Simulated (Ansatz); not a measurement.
**Which method gave which barrier?**

Saddle point of GeNH₉O, singlet (GeH₄ + H₂O + NH₃ → GeH₄O ([OH][GeH3]) + NH₃ + H₂; bonds formed: Ge1–O7, H2–H8, H6–N9; bonds broken: Ge1–H2, H6–O7, H8–N9), PBE0-D4/def2-TZVP structure:

Ge1  (-1.010, 0.220, -1.214)
H2  (0.743, 0.029, -1.016)
H3  (-0.987, -0.991, -2.187)
H4  (-2.585, 0.348, -0.969)
H5  (-0.736, 1.580, -1.915)
H6  (0.447, -0.180, 1.345)
O7  (-0.908, 0.006, 0.700)
H8  (1.388, -0.136, 0.059)
N9  (1.511, -0.260, 1.166)
H10  (-1.806, 0.059, 1.036)
H11  (1.894, -1.164, 1.413)
H12  (2.050, 0.490, 1.583)
(Å)

Computed with Ansatz 0.2.0 (basis: def2-TZVPP, with def2-QZVPP for the basis limit); correlated methods freeze the cores. Filled d shells of the heavier atoms are correlated. The def2 sets are not built for correlating such inner shells, so the correlated values are less sure here. B3LYP uses VWN-RPA correlation. Extrapolation: Hartree–Fock as exp(−7.88 √X), correlation as X^−2.97. Four methods, as single points on the PBE0-D4 structures, gave these electronic barriers from the start structure: 150.1, 176.7, 188.7, 243.9 kJ/mol.

The methods were, in alphabetical order, B3LYP-D4, CCSD(T), HF, PBE-D4. Which gave which? (Judge from chemistry; the calculation decides.)

By the calculation: PBE-D4 150.1; B3LYP-D4 176.7; CCSD(T) 188.7; HF 243.9 kJ/mol. For comparison, CCSD(T) at an estimated basis limit (MP2 extrapolated from triple and quadruple zeta, plus CCSD(T) − MP2 in triple zeta) gives 194.2 kJ/mol.

No T1 diagnostic of these runs exceeds 0.012.

Labels in which every atom is bracketed show which atoms are joined, not bond orders.

For scale, one of the runs: CCSD(T)/def2-TZVPP, 236 basis functions, launched by `ansatz run in.yaml --threads 4 --pin off --events-out ev --progress --plain --max-ram 9574MiB`. Hardware: 4 CPU threads of an Arm Neoverse V1, shared host. Wall time 2.6 min; peak host memory 4.5 GiB.
